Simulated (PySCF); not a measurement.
C4H8FNSi2.
SMILES with atom numbers: `[N:1]#[C:2][Si@@H:3]1[SiH2:4][CH2:5][CH2:6][C@H:7]1[F:8]` (hydrogens: H9 on Si3; H10, H11 on Si4; H12, H13 on C5; H14, H15 on C6; H16 on C7)

The same species was optimised twice, with GFN2-xTB and with PBE0-D3(BJ)/def2-SVP (PySCF), and the same property calculations (PySCF, gas phase) were run on both structures.

| coordinate | GFN2-xTB | PBE0-D3(BJ)/def2-SVP | change |
| --- | --- | --- | --- |
| Si3–Si4 (Å) | 2.323 | 2.344 | +0.021 |
| Si3–C7 (Å) | 1.941 | 1.925 | -0.016 |
| N1≡C2 (Å) | 1.146 | 1.161 | +0.015 |
| C2–Si3 (Å) | 1.869 | 1.859 | -0.010 |
| Si4–C5 (Å) | 1.917 | 1.907 | -0.010 |
| C6–C7 (Å) | 1.526 | 1.521 | -0.005 |
| C5–C6 (Å) | 1.532 | 1.536 | +0.004 |
| C7–F8 (Å) | 1.394 | 1.393 | -0.001 |
| C2–Si3–Si4 (°) | 113.7 | 110.5 | -3.2 |
| C2–Si3–C7 (°) | 104.2 | 107.2 | +3.0 |
| Si3–C7–F8 (°) | 107.5 | 105.7 | -1.8 |
| Si3–C7–C6 (°) | 109.4 | 108.2 | -1.2 |
| Si3–Si4–C5 (°) | 93.0 | 92.6 | -0.4 |
| Si4–C5–C6 (°) | 110.1 | 109.8 | -0.3 |
| N1–C2–Si3 (°) | 177.5 | 177.8 | +0.3 |
| Si4–Si3–C7 (°) | 93.2 | 93.0 | -0.2 |

Rotational constants: A = 1784, B = 1153, C = 896.9 MHz (GFN2-xTB) against A = 1815, B = 1152, C = 915.5 MHz (PBE0-D3(BJ)/def2-SVP). Point groups within 0.08 Å: C1 and C1.

On the GFN2-xTB structure: isotropic polarisability (au) 101.6 [wB97X-D/def2-SVPD]; HOMO (eV) -10.02 [wB97X-D/def2-SVPD]; LUMO (eV) 0.79 [wB97X-D/def2-SVPD]; dipole (D) 3.34 [wB97X-D/def2-SVPD].

Q: What do these properties become on the PBE0-D3(BJ)/def2-SVP structure?

A: 
```json
{"property": "isotropic polarisability (au)", "level": "wB97X-D/def2-SVPD", "on GFN2-xTB": "101.6", "on PBE0-D3(BJ)/def2-SVP": "102.9", "change": "+1.3"}
{"property": "HOMO (eV)", "level": "wB97X-D/def2-SVPD", "on GFN2-xTB": "-10.02", "on PBE0-D3(BJ)/def2-SVP": "-9.85", "change": "+0.17"}
{"property": "LUMO (eV)", "level": "wB97X-D/def2-SVPD", "on GFN2-xTB": "0.79", "on PBE0-D3(BJ)/def2-SVP": "0.85", "change": "+0.06"}
{"property": "dipole (D)", "level": "wB97X-D/def2-SVPD", "on GFN2-xTB": "3.34", "on PBE0-D3(BJ)/def2-SVP": "3.14", "change": "-0.20"}
{"property": "energy, GFN2-xTB geometry as zero (kcal/mol)", "level": "wB97X-D/def2-SVPD", "on GFN2-xTB": "0.0", "on PBE0-D3(BJ)/def2-SVP": "-1.9", "change": "-1.9"}
```

The heavy atoms differ by 0.067 Å rms after alignment. Among bonds between heavy atoms Si3–Si4 changes most (+0.021 Å). Changes are differences of the printed values. Neither structure is proved a minimum here.

The pairwise dispersion term of wB97X-D wasn't added to the energies; at a given geometry it leaves orbitals and properties as they are.
